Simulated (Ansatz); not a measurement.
H5NSi (SMILES N[SiH3]) moved off its minimum; all values from Ansatz (a quantum-chemistry and plane-wave program), cores frozen in correlated methods.
(charge 0, multiplicity 1)
```xyz
7

Si    -0.4846     0.0410    -0.0019
N      1.0821     0.0072    -0.1070
H     -1.3484    -0.8270    -0.9194
H     -0.9143     1.5326    -0.3114
H     -1.1122    -0.2227     1.5161
H      1.6432    -1.1135    -0.2191
H      1.8074     0.6203     0.0887
```

```
level                largest force (eV/Å)  on atom  rms difference from CCSD(T)/cc-pV(T+d)Z (eV/Å)  dipole (D)
-------------------  --------------------  -------  ----------------------------------------------  ----------
HF/def2-TZVPP                       10.45       N2                                           0.306        2.74
PBE/def2-TZVPP                       9.32       N2                                           0.184        2.58
r2SCAN/def2-TZVPP                    9.39       N2                                           0.113        2.65
B3LYP/def2-TZVPP                     9.49       N2                                           0.066        2.61
wB97M-V/def2-TZVPP                   9.66       N2                                           0.054        2.70
MP2/cc-pV(T+d)Z                      9.82       N2                                           0.081        2.74
CCSD(T)/cc-pV(T+d)Z                  9.66       N2                                           0.000        2.65
```

The differences count from one level among others, with limits of its own. Forces at CCSD(T)/cc-pV(T+d)Z (eV/Å):

| atom | Fx | Fy | Fz |
|---|---|---|---|
| Si1 | -7.369 | 1.682 | 1.969 |
| N2 | 6.720 | -6.744 | -1.619 |
| H3 | 0.894 | 0.200 | 0.351 |
| H4 | 0.348 | -1.272 | 0.268 |
| H5 | 0.772 | 0.148 | -1.853 |
| H6 | -2.398 | 4.593 | 0.507 |
| H7 | 1.034 | 1.392 | 0.378 |
